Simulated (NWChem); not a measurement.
NbN2H3Cl2; SMILES [Cl][Nb](=[NH])([NH2])[Cl]

```xyz
8

Nb    -0.2432    -0.0578     0.0000
N     -1.1654    -1.5204     0.0000
H     -1.6008    -2.4390     0.0000
Cl     1.0320     0.0825     1.9369
Cl     1.0320     0.0825    -1.9369
N     -1.6202     1.3091     0.0000
H     -2.6277     1.1791     0.0000
H     -1.3888     2.3026     0.0000
```
Atoms are numbered in this order, from 1.

Program: NWChem. All runs use the structure optimised with PBE0/def2-SVP. No frequency run checked for a minimum. def2 effective core potentials on Nb; no spin-orbit coupling. Level MN15/def2-SVP: energy and gradient on several grids; changes count from the extra-fine grid, which is no exact limit either.

**Question.** Which is the coarsest grid (xfine; medium; coarse; fine; xcoarse) from which on the energy stays within 100 μHa and each gradient component within 200 μHa/bohr of xfine?

**Answer.** medium.
```json
[
 {"grid": "xcoarse", "size of the energy change (μHa)": "40000", "largest change of a gradient component (μHa/bohr)": "7000"},
 {"grid": "coarse", "size of the energy change (μHa)": "40", "largest change of a gradient component (μHa/bohr)": "500"},
 {"grid": "medium", "size of the energy change (μHa)": "< 10", "largest change of a gradient component (μHa/bohr)": "40"},
 {"grid": "fine", "size of the energy change (μHa)": "< 10", "largest change of a gradient component (μHa/bohr)": "< 30"},
 {"grid": "xfine", "size of the energy change (μHa)": "< 10", "largest change of a gradient component (μHa/bohr)": "< 30"}
]
```
